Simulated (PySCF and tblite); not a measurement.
Results of a calculation; reference values are marked as such.
System: C₆H₆Se, numbered as in [CH:1]1=[CH:2][CH:3]=[CH:4][Se:5][CH:6]=[CH:7]1.

Motion: inversion of the 7-membered ring (1–2–3–4–5–6–7). GFN2-xTB gives an electronic barrier of 3.9 kcal/mol.

Spin–orbit effects of heavy atoms on shieldings are missing.

PBE0/pcSseg-1 + D3(BJ) on GFN2-xTB geometries gives 6.7 kcal/mol and k(298 K) = 2.3×10⁷ s⁻¹.

**Question.** What does PBE0/pcseg-1 + D3(BJ) give on GFN2-xTB geometries?

**Answer.** A barrier of 7.0 kcal/mol, 0.3 above the first DFT barrier (from unrounded values) and, with GFN2-xTB thermal terms, ΔG‡(298 K) = 7.7 kcal/mol and k = 1.4×10⁷ s⁻¹ (1 equivalent path).

Programs: tblite and PySCF.
